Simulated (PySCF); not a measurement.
SMILES CC(C)(C)[SiH2][SiH2]Br, GFN2-xTB optimised geometry.

```
20

C      0.39    -1.29     1.25
C      0.89    -0.56     0.00
C      0.39    -1.29    -1.25
C      2.41    -0.56     0.00
Si     0.25     1.25     0.00
Si    -2.06     1.32     0.05
Br    -2.74     1.97     2.08
H      0.72    -0.79     2.15
H     -0.70    -1.34     1.27
H      0.77    -2.32     1.27
H     -0.70    -1.34    -1.28
H      0.76    -2.32    -1.26
H      0.74    -0.80    -2.15
H      2.80    -0.06     0.88
H      2.80    -1.58     0.00
H      2.80    -0.05    -0.88
H      0.84     1.95     1.15
H      0.73     1.92    -1.22
H     -2.69     2.32    -0.81
H     -2.80     0.08    -0.12
```

Density from B3LYP/def2-SVP run with PySCF 2.14.0 at that geometry.

Minimum of the electron density along straight lines between bonded atoms, close to the bond critical point (lines longer than 1.1 times the sum of covalent radii, or with two minima, are not listed):

```csv
bond,length / Å,ρ at the minimum / e bohr⁻³,∇²ρ there / e bohr⁻⁵,position (fraction from the first atom)
C1–C2,1.530,0.243,-0.54,0.50
C2–C3,1.529,0.243,-0.54,0.50
C2–C4,1.528,0.243,-0.54,0.50
C2–Si5,1.918,0.112,0.27,0.62
Si6–Br7,2.235,(withheld),(withheld),0.35
C1–H8,1.089,0.277,-1.02,0.62
C1–H9,1.090,0.276,-1.00,0.62
C1–H10,1.090,0.276,-1.00,0.62
C3–H11,1.090,0.276,-1.00,0.62
C3–H12,1.090,0.276,-1.00,0.62
C3–H13,1.089,0.277,-1.01,0.62
C4–H14,1.088,0.278,-1.02,0.62
C4–H15,1.090,0.275,-1.00,0.62
C4–H16,1.088,0.277,-1.01,0.62
Si5–H17,1.469,0.116,0.32,0.49
Si5–H18,1.471,0.115,0.32,0.49
Si6–H19,1.461,0.119,0.34,0.49
Si6–H20,1.463,0.118,0.33,0.49
```

Problem. What belongs in the gaps?

Solution. 
- Si6–Br7, ρ at the minimum / e bohr⁻³: 0.082
- Si6–Br7, ∇²ρ there / e bohr⁻⁵: 0.14
